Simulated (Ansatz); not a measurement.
C3H7NSi can be A, `C=C=C(N)[SiH3]`, or B, `[SiH3]N=C1CC1`.

Gas-phase electronic energies from Ansatz, PBE0-D4/def2-TZVP geometries. CCSD(T)/CBS adds triple-zeta CCSD(T) − MP2 to the extrapolated MP2 energy (def2 sets, frozen cores). DFT in def2-TZVPP. B3LYP here is the variant with VWN-RPA as its local correlation; programs differ in this. One conformer a species, not always the lowest.

A:

```xyz
12

C     0.802   -1.657   -1.447
C     0.287   -0.643   -0.813
C    -0.242    0.338   -0.127
N    -1.059    1.347   -0.663
Si   -0.021    0.284    1.731
H     1.816   -1.630   -1.838
H     0.236   -2.571   -1.615
H    -0.912    2.252   -0.240
H    -1.017    1.413   -1.670
H     0.417    1.629    2.203
H    -1.308   -0.031    2.407
H     1.002   -0.731    2.073
```

B:

Z-matrix (Å, degrees):
```
Si
N 1 1.741
H 1 1.493 2 113.6
H 1 1.485 2 107.9 3 -121.1
H 1 1.485 2 107.9 3 121.1
C 2 1.249 1 123.7 3 -0.3
C 6 1.466 2 150.1 1 0.1
C 6 1.455 2 145.9 1 180.0
H 7 1.085 6 118.9 2 -73.9
H 7 1.085 6 118.9 2 73.7
H 8 1.085 6 118.6 2 73.5
H 8 1.085 6 118.6 2 -73.3
```

Question: Which is lower in electronic energy at CCSD(T)/CBS, and by how much? (Best estimate.)

Answer: The calculation gave: B, by 21.6 kJ/mol.

Question: Give E(B) − E(A) in kJ/mol with CCSD(T)/def2-TZVPP, PBE-D4, B3LYP, B3LYP-D4, CCSD/def2-TZVPP, PBE0-D4, ωB97M-V. (An estimate is asked.)

Answer: The calculation gave: CCSD(T)/def2-TZVPP -25.8, PBE-D4 -21.1, B3LYP -17.0, B3LYP-D4 -15.7, CCSD/def2-TZVPP -28.4, PBE0-D4 -29.8, ωB97M-V -28.0. None reverses the order clearly.

Largest T1 diagnostic: 0.013.

From PBE to PBE0 (25 % exact exchange), in def2-TZVPP and without D4, E(B) − E(A) moves by −8.7 kJ/mol.
